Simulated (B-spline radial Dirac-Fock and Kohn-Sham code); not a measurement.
ΔSCF core binding energies without Breit or QED terms, calculated with a radial atomic solver.

A sound run for gold as Au²⁺ in the configuration [Xe] 4f14 5d9: The ground state converged in 10 iterations, with total energy -19034.57192 Ha, virial ratio 1.87133 and highest orbital energy -32.78 eV. ΔSCF binding energies: K (1s) 81185.6 eV, L3 (2p3/2) 11984.3 eV. Holes are computed only in closed shells, and unreliable hole states are left out.

A second run, with one unsound setting: The ground state converged in 9 iterations, with total energy -14294.85837 Ha, virial ratio 1.92275 and highest orbital energy -39.24 eV. ΔSCF binding energies: K (1s) 65643.1 eV, L3 (2p3/2) 8791.5 eV. Holes are computed only in closed shells, and unreliable hole states are left out.

```
iter   energy (Ha)        error
   1   -14126.65025704  1.92e+01
   2   -14282.23412563  5.92e+00
   3   -14292.90154817  1.81e+00
   4   -14294.63669438  5.50e-01
   5   -14294.82773145  2.87e-01
   6   -14294.85814739  2.46e-02
   7   -14294.85836975  4.59e-05
   8   -14294.85836979  4.76e-06
   9   -14294.85836979  3.61e-07
```

Problem. Which fault fits the second run best?
A. overfilled shell
B. tolerance below the noise
C. too few iterations
D. mesh too coarse

Solution. D. The input had h = 2.0: h is too large to resolve the orbitals.
